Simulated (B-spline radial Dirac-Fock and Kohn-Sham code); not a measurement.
Levels of muonic ⁷⁹Ga

Nucleus: ⁷⁹Ga, Fermi distribution (skin thickness 2.3 fm), rms radius 4.0478 fm (measured, Angeli and Marinova 2013).

Level of theory: the Dirac equation of a negative muon with reduced mass in the field of a spherical finite nucleus, with the Uehling potential to all orders; nuclear polarisation, deformation, hyperfine structure, self-energy, higher-order vacuum polarisation, relativistic recoil and electron screening are left out; a radial atomic solver.

```tsv
level	binding (keV)	point nucleus, no QED (keV)	vacuum polarisation (keV)	⟨r⟩ (fm)
1s1/2	2362	2735	16.308	14.2
2s1/2	636.2	686.0	2.870	52.6
2p1/2	687.5	686.0	3.015	40.4
2p3/2	679.4	677.1	2.895	41.0
3s1/2	288.9	303.9	0.900	115.8
3p1/2	304.3	303.9	0.893	101.7
3p3/2	301.9	301.2	0.863	102.6
3d3/2	301.9	301.2	0.683	86.0
3d5/2	301.1	300.4	0.675	86.4
4d3/2	169.7	169.4	0.268	172.4
4d5/2	169.3	169.0	0.265	172.9
4f5/2	169.2	169.0	0.199	148.2
4f7/2	169.1	168.9	0.198	148.4
5f5/2	108.3	108.2	0.092	259.5
5f7/2	108.2	108.1	0.092	259.8
5g7/2	108.2	108.1	0.064	226.8
5g9/2	108.1	108.0	0.064	227.0
6g7/2	75.10	75.07	0.034	363.0
6g9/2	75.07	75.04	0.034	363.2
6h9/2	75.06	75.04	0.022	321.9
6h11/2	75.04	75.02	0.022	322.1
```

**Question.** By how much does the finite nuclear size lower the 1s binding energy?

**Answer.** By 389.0 keV, 14.22 % of the point-nucleus value (point value plus vacuum polarisation less the binding energy). The 1s orbit has ⟨r⟩ = 14.2 fm.

Values without a named source are computed, but for edge energies of neutral atoms, which are taken from tables.
